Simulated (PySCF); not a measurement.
## Ta⁺ (tantalum, charge +1) across methods

[Xe] 4f14 5d4, high-spin 5D determinant (an excited configuration). Computed with PySCF 2.14 in aug-cc-pwCVTZ-PP with ECP60MDF (8s8p7d4f3g, 122 functions), with a scalar-relativistic core potential. The B2PLYP total includes its PT2 part (frozen core); its orbital energies are those of the SCF part.

```tsv
method	E (hartree)	mean ε 5p α (eV)	mean ε 5p β (eV)	mean ε 5d α (eV)	Σ⟨r²⟩ (bohr²)	⟨S²⟩
UHF	-56.47609	-55.070	-49.659	-13.898	36.75	6.005
PBE0	-56.9700	-47.375	-44.550	-11.046	37.06	6.002
B97-3	-56.9796	-47.527	-44.846	-10.884	36.98	6.001
r2SCAN	-57.0012	-45.784	-43.074	-10.068	36.99	6.002
PBE	-56.9976	-44.593	-42.530	-9.943	37.50	6.001
LC-wPBE	-56.9950	-49.880	-47.241	-13.533	36.62	6.003
B2PLYP	-56.7947	-50.244	-46.567	-11.952	37.01	6.002
```

Estimate the same row for LDA.

E (hartree) = -56.8194; mean ε 5p α (eV) = -44.594; mean ε 5p β (eV) = -42.605; mean ε 5d α (eV) = -10.042; Σ⟨r²⟩ (bohr²) = 37.80; ⟨S²⟩ = 6.000.

Energies and moments cover only the electrons outside the core potential. Spin-orbit coupling, absent here, splits the open shell strongly.
